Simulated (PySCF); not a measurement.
An equivalent PySCF input for Te (tellurium, neutral), [Kr] 4d10 5s2 5p4, high-spin 3P determinant, with scalar relativity through the core potential:

```python
from pyscf import gto, scf, dft, mp, cc
import basis_set_exchange as bse
txt = bse.get_basis("aug-cc-pVTZ-PP", elements=["Te"], fmt="nwchem", header=False, augment_diffuse=1)
cut = txt.index("\nECP")
mol = gto.M(atom="Te 0 0 0", charge=0, spin=2, symmetry="D2h",
            basis=gto.basis.parse(txt[:cut]),
            ecp={"Te": gto.basis.parse_ecp(txt[cut:])})
mf = scf.UHF(mol)
mf.irrep_nelec = {'Ag': (4, 4), 'B1g': (1, 1), 'B2g': (1, 1), 'B3g': (1, 1), 'B1u': (2, 1), 'B2u': (2, 2), 'B3u': (2, 1)}
mf.kernel()
```

It reaches the same state as the run whose output follows, and the same energy. The run itself started from symmetry-adapted Hartree-Fock orbitals and held the occupation by maximum overlap, so the iterations belong to that start.

```
SCF conv_tol = 1e-09
number electrons alpha = 13  beta = 11
cycle= 1 E= -267.00550047499  delta_E= -0.0048  |g|= 0.0249  |ddm|= 0.0826
cycle= 2 E= -267.006208866124  delta_E= -0.000708  |g|= 0.0104  |ddm|= 0.0324
cycle= 3 E= -267.006371453001  delta_E= -0.000163  |g|= 0.00106  |ddm|= 0.0281
cycle= 4 E= -267.006374132665  delta_E= -2.68e-06  |g|= 0.000347  |ddm|= 0.00621
cycle= 5 E= -267.006374392988  delta_E= -2.6e-07  |g|= 0.000137  |ddm|= 0.00203
cycle= 6 E= -267.006374435972  delta_E= -4.3e-08  |g|= 2.67e-05  |ddm|= 0.00105
cycle= 7 E= -267.006374437388  delta_E= -1.42e-09  |g|= 3.43e-06  |ddm|= 0.000194
cycle= 8 E= -267.006374437409  delta_E= -2.1e-11  |g|= 5.98e-07  |ddm|= 2.12e-05
converged SCF energy = -267.006374437409  <S^2> = 2.013037  2S+1 = 3.0086788
```

Energies and moments cover only the electrons outside the core potential.
